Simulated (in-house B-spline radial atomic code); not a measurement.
A fraction x of an electron is removed from 4d in Mo3+, starting from [Kr] 4d3 and keeping the highest spin. Computed with a B-spline radial code for spherical atoms: scalar-relativistic (X2C) revTPSS, spin-polarised, spherical fractional occupations, Fermi nucleus of rms radius 4.4091 fm.

```csv
x,E(x) - E(0) (eV),4d up level (eV)
0,0.0000,-33.780
0.09,3.0914,-34.920
0.14,4.8534,-35.558
0.29,10.3314,-37.487
0.43,15.7069,-39.309
0.5,18.4907,-40.229
0.56,20.9281,-41.021
0.64,24.2522,-42.082
0.83,32.4893,-44.630
0.88,34.7377,-45.307
1,40.2724,-46.940
```

The exact functional would give a straight line between the two integer points. Deviations E(x) - E(0) - x[E(1) - E(0)], in eV: -0.533 at x = 0.09, -0.785 at x = 0.14, -1.348 at x = 0.29, -1.61 at x = 0.43, -1.645 at x = 0.5, -1.624 at x = 0.56, -1.522 at x = 0.64, -0.937 at x = 0.83, -0.702 at x = 0.88.

The curve lies below the straight line by up to 1.645 eV (at x = 0.5): convex, the delocalisation error that favours fractional charges.

(1) How well does Slater's transition state (minus the level at half occupation) give the ionisation energy?

## Answers

(1) It gives 40.229 eV against 40.272 eV from the two total energies; NIST lists 40.33 eV, ground level to ground level.
